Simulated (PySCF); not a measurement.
These 5 structures share the formula C6H8FN. The calculation used PBE0-D3(BJ)/def2-SVP geometry optimisation, gas phase (PySCF 2.14.0). Energies are electronic, without zero-point or thermal terms, for one conformer each. No frequencies were run at this level. Point groups hold within 0.08 Å.

Problem. Order them by energy at this level, lowest first, and give relative energies in kJ/mol.
A. `[N:1]#[C:2][C@@H:3]1[CH2:4][CH2:5][C@@H:6]([F:7])[CH2:8]1` with C2–C3–C4–C5 -83°, C3–C4–C5–C6 -44°, C4–C5–C6–F7 -82°, C5–C6–C8–C3 -11°
B. `[CH3:1]/[C:2]([C:3]#[N:4])=[C:5](/[CH3:6])[CH2:7][F:8]` with C2–C5–C7–F8 180°
C. `[N:1]#[C:2][C@@H:3]1[CH2:4][CH2:5][CH2:6][C@@H:7]1[F:8]` with C2–C3–C4–C5 -168°, C3–C4–C5–C6 30°, C4–C5–C6–C7 -6°, C5–C6–C7–F8 94°
D. `[NH2:1][CH2:2][C:3]#[C:4][C@@H:5]1[CH2:6][C@@H:7]1[F:8]` with H–N1–C2–C3 -58° and 57°
E. `[H]/[N:1]=[CH:2]/[C@@H:3]1[C@@H:4]([F:5])[C:6]12[CH2:7][CH2:8]2` with N1–C2–C3–C4 -147°

Solution. A (0.0), C (4.3), B (75.8), E (206.1), D (259.3).

As drawn, the lowest has a C≡N group, which the highest lacks; the highest has a three-membered ring, a C≡C bond and an N–H bond, which the lowest lacks. Neighbours under 10 kJ/mol apart (N#C[C@@H]1CC[C@@H](F)C1 and N#C[C@@H]1CCC[C@@H]1F) can change places with a better method, another conformer or zero-point energy.

```json
{"SMILES": "N#C[C@@H]1CC[C@@H](F)C1", "E (Eh)": "-387.32477", "E rel (kJ/mol)": "0.0", "dipole (D)": "2.28", "point group": "C1", "A, B, C (MHz)": "4618, 1367, 1268"}
{"SMILES": "N#C[C@@H]1CCC[C@@H]1F", "E (Eh)": "-387.32313", "E rel (kJ/mol)": "4.3", "dipole (D)": "5.03", "point group": "C1", "A, B, C (MHz)": "3621, 1678, 1329"}
{"SMILES": "C/C(C#N)=C(/C)CF", "E (Eh)": "-387.29589", "E rel (kJ/mol)": "75.8", "dipole (D)": "3.69", "point group": "Cs", "A, B, C (MHz)": "3683, 1278, 966.1"}
{"SMILES": "[H]/N=C/[C@@H]1[C@@H](F)C12CC2", "E (Eh)": "-387.24629", "E rel (kJ/mol)": "206.1", "dipole (D)": "2.81", "point group": "C1", "A, B, C (MHz)": "2777, 1610, 1152"}
{"SMILES": "NCC#C[C@@H]1C[C@@H]1F", "E (Eh)": "-387.22603", "E rel (kJ/mol)": "259.3", "dipole (D)": "2.23", "point group": "C1", "A, B, C (MHz)": "4249, 970.8, 850.5"}
```

Problem. As an exercise, what shares would exp(−E/RT) give at 298.15 K from these electronic energies alone (no entropy, no degeneracies)?

Solution. RT = 2.479 kJ/mol: N#C[C@@H]1CC[C@@H](F)C1 85.1 %, N#C[C@@H]1CCC[C@@H]1F 14.9 %, C/C(C#N)=C(/C)CF under 0.1 %, [H]/N=C/[C@@H]1[C@@H](F)C12CC2 under 0.1 %, NCC#C[C@@H]1C[C@@H]1F under 0.1 %.
